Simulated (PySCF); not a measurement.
Li(Me) (CH3Li), SMILES [Li][CH3]. Geometry optimised at PBE-D3(BJ)/def2-TZVPD. The isomer is the one that the SMILES or the coordinates give; other isomers of the formula were not compared.

These are PBE-D3(BJ)/def2-TZVPD run with PySCF values and carry that method's errors.

Harmonic wavenumbers (cm⁻¹): 426, 426, 622, 1038, 1392, 1392, 2910, 2981, 2981. Rotational constants (GHz): 160.6, 22.82, 22.82; symmetry number 3.

Task: Work out the zero-point energy and the ideal-gas rigid-rotor harmonic-oscillator thermochemistry at 298.15 K and 1 atm.

Result: ZPE = ½ Σ hcν = ½ × 14169 cm⁻¹ = 84.75 kJ/mol. H − E(el) = 96.67 kJ/mol. Entropy in J/(mol K): translation 147.28, rotation 69.91, vibration 9.51, total 226.70. G − E(el) = 29.08 kJ/mol. Cp = 51.53 J/(mol K).
